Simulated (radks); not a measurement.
Species: Te XXX. Configuration: [Ar] 3d5 (the NIST ground configuration).

Calculated with a radial shooting solver on a logarithmic mesh with Libxc functionals: scalar-relativistic Kohn-Sham, BLYP, spin-polarised, spherical densities, finite nucleus; open shells are filled with parallel spins first (spin-orbit coupling, left out, can overturn this in heavy ions); Fermi nuclear charge, rms radius 4.7423 fm.

Energy parts (eV):
| part | energy |
|---|---|
| total | -170286.172 |
| kinetic | 179060.995 |
| electron-nucleus | -381759.036 |
| Hartree | 36073.359 |
| exchange-correlation | -3661.489 |

Orbitals (lengths in bohr, moments of r in powers of bohr; <r^-3> diverges for s and p1/2; r(max) is where P^2 peaks):
orbital,occ.,eigenvalue (eV),<r^4>,r(max),<r^-3>
1s up,1,-32889.89,2.871e-06,0.01794,-
1s down,1,-32889.74,2.870e-06,0.01794,-
2s up,1,-6089.825,0.0004801,0.1012,-
2s down,1,-6074.454,0.0004773,0.1011,-
2p up,3,-5599.321,0.0003447,0.08108,5435
2p down,3,-5587.660,0.0003419,0.08097,5456
3s up,1,-2053.107,0.01661,0.2832,-
3s down,1,-2035.572,0.01684,0.2837,-
3p up,3,-1895.346,0.01640,0.2747,1194
3p down,3,-1877.263,0.01668,0.2754,1178
3d up,5,-1678.591,0.01213,0.2229,170.9
3d down,0,-1656.557,0.01247,0.2239,169.5
4s up,0,-1004.178,0.2394,0.6003,-
4s down,0,-998.4709,0.2450,0.6034,-
4p up,0,-943.0695,0.2587,0.6081,389.9
4p down,0,-937.4499,0.2654,0.6118,383.0

The highest occupied level is 3d up at -1678.6 eV. The density falls to 0.001 e/bohr^3 at r = 0.92 bohr. The electron density at the nucleus is 2.349e+05 e/bohr^3 (large components only). Spin moment in Bohr magnetons: 5. The spin density at the nucleus is -15.97 e/bohr^3 (1s -2.24, 2s -46.25, 3s 32.52). For comparison, the ionisation energy in NIST's Atomic Spectra Database is 1707 eV (theoretical). In exact Kohn-Sham theory the highest level is minus the ionisation energy, but local and semilocal functionals leave it too shallow, through self-interaction and a potential that decays too fast; potentials with the right tail come closer.
